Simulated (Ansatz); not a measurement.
hexafluoroethane (C2F6), singlet, at a GFN2-xTB geometry; BLYP/6-31G in Ansatz (a program for electronic structure).

Input for Ansatz:
Ansatz 0.2 input:
```yaml
crystal:
  periodic: [false, false, false]
  atoms:
    - {symbol: F, position_ang: [1.40411511, -0.28283952, -1.02131229]}
    - {symbol: C, position_ang: [0.76712540, -0.06168844, 0.12248110]}
    - {symbol: F, position_ang: [1.24344065, 1.05549696, 0.65908857]}
    - {symbol: F, position_ang: [1.02641252, -1.06809983, 0.94881838]}
    - {symbol: C, position_ang: [-0.76712540, 0.06168844, -0.12248110]}
    - {symbol: F, position_ang: [-1.02641252, 1.06809983, -0.94881838]}
    - {symbol: F, position_ang: [-1.24344065, -1.05549696, -0.65908857]}
    - {symbol: F, position_ang: [-1.40411511, 0.28283952, 1.02131229]}
basis:
  gaussian:
    orbitals: 6-31G
hamiltonian:
  xc: blyp
```

Question: Write the output that Ansatz gives for this input, abridged.

Answer: 
```
Functional definition: BLYP
912 factors; their error is unknown
mean field evaluation 1: about -18363.5438 eV, gradient 5.5e1 eV
mean field evaluation 2: about -18350.7250 eV, gradient 1.1e2 eV
mean field evaluation 4: about -18368.1421 eV, gradient 1.3e0 eV
mean field evaluation 8: about -18368.0444 eV, gradient 3.4e-2 eV
mean field -18368.04441564 eV, -675.0131819672 hartree, gradient 3.4e-5 eV, S^2 0.000000; 0 other end points of the search recorded, 0 dependent functions left out
reference -18368.04457923 eV, -675.0131879789 hartree; 33, 33 occupied and 39, 39 virtual orbitals, 912 factors
Total energy: -18368.04457923 eV, -675.0131879789 hartree
```
